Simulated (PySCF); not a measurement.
hydrogen iodide (HI), SMILES I.

Coordinates come from a PBE-D3(BJ)/def2-TZVPD optimisation. The def2 effective core potentials stand for the cores of I; spin–orbit coupling is left out.

Calculation: PySCF with PBE-D3(BJ)/def2-TZVPD.

Frequencies are harmonic and unscaled.

Task: List the normal modes with their intensities. (Estimate from the structure and the level; the computed values follow.)

Result: 
| mode | ν (cm⁻¹) | IR (km/mol) | moving atoms (share of kinetic energy) |
|---|---|---|---|
| 1 | 2257 | 0.0 | H 99 % |
